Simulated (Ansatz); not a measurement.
Complex (SMILES): F (HF) with F (HF), atoms 1 to 2 the first; geometry from B3LYP-D3(BJ)/def2-TZVP, monomers rigid:
```xyz
4

F     -0.1109     0.0578    -0.7031
H      0.2570     0.2171     0.1337
F      1.2812     1.5025    -2.5344
H      0.7179     0.9578    -2.0301
```

Interaction energy at HF with Ansatz (a quantum-chemistry and plane-wave program), kcal/mol, without and with the counterpoise correction (monomers among the partner's ghost functions). Cartesian d functions, on some or all atoms, in 6-31G**; all else is spherical. No added dispersion term, no relativity. Reference, counterpoise-corrected: the value in aug-cc-pV5Z, -3.87.

| basis | functions | uncorrected | counterpoise | counterpoise correction | mean of both |
|---|---|---|---|---|---|
| 6-31G | 22 | -7.31 | -5.66 | 1.65 | -6.49 |
| cc-pVDZ | 38 | -6.10 | -4.16 | 1.95 | -5.13 |
| pcseg-1 | 38 | -5.08 | -4.03 | 1.04 | -4.55 |
| 6-31G** | 40 | -6.28 | -4.60 | 1.68 | -5.44 |
| 6-311+G** | 56 | -4.38 | -3.92 | 0.46 | -4.15 |
| def2-SVPD | 62 | -4.36 | -3.99 | 0.37 | -4.17 |
| aug-cc-pVDZ | 64 | -4.04 | -3.79 | 0.25 | -3.91 |
| def2-TZVP | 74 | -4.23 | -3.96 | 0.27 | -4.09 |
| pcseg-2 | 88 | -3.96 | -3.85 | 0.11 | -3.90 |
| aug-cc-pVTZ | 138 | -3.90 | -3.78 | 0.12 | -3.84 |
| def2-QZVP | 174 | -3.94 | -3.87 | 0.07 | -3.90 |
| def2-QZVPPD | 198 | -3.86 | -3.85 | 0.01 | -3.86 |

The corrected value lies nearer the reference in 10 of 12 rows.
